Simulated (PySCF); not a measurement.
Electron correlation in S (sulfur, neutral)

[Ne] 3s1 3p5, high-spin 3P determinant (an excited configuration). Calculation: PySCF 2.14, in dyall-av3z (19s12p3d2f, 84 functions); the non-relativistic Hamiltonian (point nucleus). Frozen: [Ne]; 6 electrons correlated; the 26 highest virtual orbitals of each spin left out.

MP2 pair energies summed by pair of shells (mhartree):

```
 pair   energy  share (%)
3p-3p  -139.15       88.3
3s-3p   -18.50       11.7
```

Total MP2 correlation energy: -157.65 mhartree.

Same-spin part -31.52 and opposite-spin part -126.12 mhartree; SCS-MP2 scales them by 1/3 and 6/5 to -161.85 mhartree.
